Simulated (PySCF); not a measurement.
## Steps of a relaxation of [Dy(NH3)3]3+

[Dy(NH3)3]3+ (singlet in the valence; each metal's 4f electrons, 9 of them, lie in its core potential, out of spins and levels). PySCF 2.14.0, RKS PBE0, Dy lcecp-1-SVP with ECP55, N def2-SVP, H def2-SVP; non-relativistic Hamiltonian with scalar-relativistic core potentials where named; density fitting; no spin-orbit coupling. Origin of the start: displaced along the imaginary mode. Columns: position (Å) and force (eV/Å). Energies are counted from the last step; some of the 15 steps are shown. Forces carry noise of the integration grid, about 0.01 to 0.03 eV/Å.

Run from Python with OMP_NUM_THREADS=2. Where DIIS fails, smearing, a level shift and second-order steps follow.
It took 94 s on 2 threads of Intel(R) Xeon(R) 6975P-C (Granite Rapids), with other jobs on the host, from the converged density of the start.

```xyz
13
step 0  E = 0.069 eV
Dy    0.0000    0.0000    0.0241     0.00    0.00    0.02
N     2.4040    0.0009   -0.0747     0.45    0.10   -0.04
H     2.8842   -0.3291    0.7981    -0.15    0.14   -0.42
H     2.8258   -0.6063   -0.8189    -0.13    0.28    0.36
H     2.8553    0.9347   -0.2500    -0.21   -0.53    0.10
N    -1.2028    2.0815   -0.0747    -0.32    0.34   -0.04
H    -1.1571    2.6624    0.7981    -0.05   -0.20   -0.42
H    -0.8879    2.7504   -0.8189    -0.18   -0.25    0.36
H    -2.2371    2.0054   -0.2500     0.56    0.09    0.10
N    -1.2012   -2.0824   -0.0747    -0.14   -0.45   -0.04
H    -1.7271   -2.3333    0.7981     0.20    0.06   -0.42
H    -1.9380   -2.1441   -0.8189     0.30   -0.03    0.36
H    -0.6182   -2.9401   -0.2500    -0.36    0.44    0.10
```

```xyz
13
step 5  E = 0.028 eV
Dy    0.0000    0.0000    0.2640     0.00    0.00    0.06
N     2.3836   -0.0052   -0.0640    -0.01    0.02   -0.02
H     2.9401   -0.3171    0.7582    -0.03    0.02   -0.14
H     2.7408   -0.6057   -0.8338     0.00    0.04    0.11
H     2.7987    0.9203   -0.2857     0.01   -0.06    0.02
N    -1.1873    2.0668   -0.0640    -0.01   -0.02   -0.02
H    -1.1954    2.7047    0.7582     0.00   -0.03   -0.14
H    -0.8459    2.6765   -0.8338    -0.03   -0.02    0.11
H    -2.1963    1.9636   -0.2857     0.04    0.04    0.02
N    -1.1963   -2.0616   -0.0640     0.02    0.00   -0.02
H    -1.7447   -2.3877    0.7582     0.03    0.02   -0.14
H    -1.8949   -2.0708   -0.8338     0.03   -0.02    0.11
H    -0.6024   -2.8839   -0.2857    -0.06    0.02    0.02
```

```xyz
13
step 9  E = 0.008 eV
Dy    0.0000    0.0000    0.5471     0.00    0.00   -0.05
N     2.3305   -0.0024   -0.0536    -0.03    0.00    0.00
H     2.9728   -0.3057    0.7020     0.01   -0.01    0.05
H     2.6152   -0.6149   -0.8406    -0.05    0.00   -0.02
H     2.7281    0.9153   -0.3277    -0.02    0.01   -0.01
N    -1.1632    2.0195   -0.0536     0.01   -0.03    0.00
H    -1.2216    2.7274    0.7020     0.00    0.02    0.05
H    -0.7751    2.5723   -0.8406     0.03   -0.04   -0.02
H    -2.1567    1.9050   -0.3277     0.00   -0.02   -0.01
N    -1.1674   -2.0171   -0.0536     0.02    0.03    0.00
H    -1.7512   -2.4216    0.7020    -0.01   -0.01    0.05
H    -1.8401   -1.9574   -0.8406     0.02    0.04   -0.02
H    -0.5714   -2.8202   -0.3277     0.02    0.01   -0.01
```

Problem. Where does the relaxation end?

Solution. It converges at step 14 in C3:
```xyz
13
step 14  E = 0
Dy    0.0000    0.0000    0.7216
N     2.2700   -0.0007   -0.0422
H     2.9682   -0.3078    0.6621
H     2.4821   -0.6127   -0.8517
H     2.6448    0.9171   -0.3461
N    -1.1344    1.9662   -0.0422
H    -1.2175    2.7244    0.6621
H    -0.7104    2.4559   -0.8517
H    -2.1166    1.8319   -0.3461
N    -1.1356   -1.9655   -0.0422
H    -1.7507   -2.4166    0.6621
H    -1.7717   -1.8432   -0.8517
H    -0.5282   -2.7490   -0.3461
```

Problem. How did the contacts change?

Solution. 
```
      contact  start (Å)  end (Å)
 Dy1–N2 (NH3)      2.406    2.395
 Dy1–N6 (NH3)      2.406    2.395
Dy1–N10 (NH3)      2.406    2.395
```


A frequency check found unstable modes (3, the lowest at -36 cm⁻¹), so the relaxed geometry is a saddle point, or these are noise. An lcecp potential fixes the number of 4f electrons, so in runs with it no electron can move into or out of that shell.
